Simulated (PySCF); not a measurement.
Ga(H)(Br)(OMe) (CH₄BrGaO), SMILES [Br][GaH][O]C.

Geometry: PBE0-D3(BJ)/def2-SVP. Other conformers were not sampled.

Level of theory: PBE/def2-TZVP in PySCF.

Gas-phase values at a fixed geometry.

```yaml
total_energy: -4614.04520 hartree
point_group: Cs
highest_occupied_level: -6.68 eV
lowest_empty_level: -1.97 eV
orbital_gap: 4.72 eV
dipole_moment: 0.71 D
quadrupole, principal values (traceless, Buckingham form, about the centre of nuclear charge): -6.25, 2.60, 3.65 D·Å
mean_static_polarisability: 66.0 bohr³ (9.77 Å³)
polarisability_principal_values: 48.6, 70.6, 78.7 bohr³
```
